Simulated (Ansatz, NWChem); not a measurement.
Worked example: C3H7F + GeH3 → C3H7 + GeH3F

Species: C3H7F `CC(C)F`, singlet; GeH3 `[GeH3]`, doublet; C3H7 (methylethyl) `C[CH]C`, doublet; GeH3F `[F][GeH3]`, singlet. A radical takes F: the energy is the difference in strength between the C–F bond broken and the Ge–F bond made.

Shapes, held fixed at every level: PBE0-D4/def2-TZVP. Programs: Ansatz 0.2.0, NWChem 7.3.0. A level may come from different programs for different species; with the same settings they agree closely. The zero-point and thermal change to 298 K, harmonic and unscaled (PBE0-D4/def2-TZVP), is -5.7 kJ/mol.

At CCSD(T)/def2-TZVPP; 1 Eh = 2625.50 kJ/mol:

```
species   energy (Eh)
  C3H7F   -218.057166
   GeH3  -2077.343756
   C3H7   -118.247806
  GeH3F  -2177.169981
```

Problem. Work out ΔH(298 K) of the reaction at this level.

Solution. 
1. Products less reactants: (-118.247806) + (-2177.169981) − [(-218.057166) + (-2077.343756)] = -0.016865 Eh = -44.3 kJ/mol.
2. With the thermal change: -44.3 + (-5.7) = -50.0 kJ/mol.

Other levels give -71.9 (HF/def2-TZVPP) to -38.4 kJ/mol (PBE0/def2-SVP). No measured value is set beside it here. Open shells run unrestricted unless RO is named. Relativity is left out for Ge unless named. Correlated rows may include outer-core shells of Ge, which these sets cover unevenly.
